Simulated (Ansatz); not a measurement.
This geometry of BFHOSi (5 atoms, charge -1, multiplicity 1) is a first-order saddle point.

All numbers below come from Ansatz, RKS PBE0-D4/def2-TZVP.

```xyz
5
Properties=species:S:1:pos:R:3
B -0.200 1.087 -0.447
Si 0.013 -0.634 0.171
O -0.710 -1.967 -0.103
F 1.263 -0.680 1.218
H -0.367 2.193 -0.838
```

**Question.** Which two structures does it join? (They come from a converged band through this point; their orientation in space is the band's.)

**Answer.** No bond is made or broken. The dihedral H5–B1–Si2–F4 changes from 100 to -99° by way of a nearly straight angle H5–B1–Si2 (up to 179°), not by a turn about the bond. The two ends are copies of one structure, up to a mirror image or an exchange of like atoms.

Initial state:

```xyz
5
Properties=species:S:1:pos:R:3
B -0.607 1.181 0.121
Si 0.115 -0.606 0.001
O -0.510 -1.957 -0.388
F 1.445 -0.682 0.948
H -0.442 2.064 -0.682
```

Final state:

```xyz
5
Properties=species:S:1:pos:R:3
B 0.254 0.935 -0.916
Si -0.116 -0.544 0.269
O -0.918 -1.846 0.101
F 1.046 -0.568 1.417
H -0.266 2.022 -0.872
```

**Question.** How far does it lie above each of them?

**Answer.** 0.105 eV above the first and 0.105 eV above the second. This is the barrier of this one path; another mechanism may lie lower. Limits of this set-up: an anion without diffuse functions, the dipole of an ion depends on the origin.

Time of the run: 4.3 min on 2 threads of Arm Neoverse V1, with other jobs on the host, peak memory 0.23 GiB.
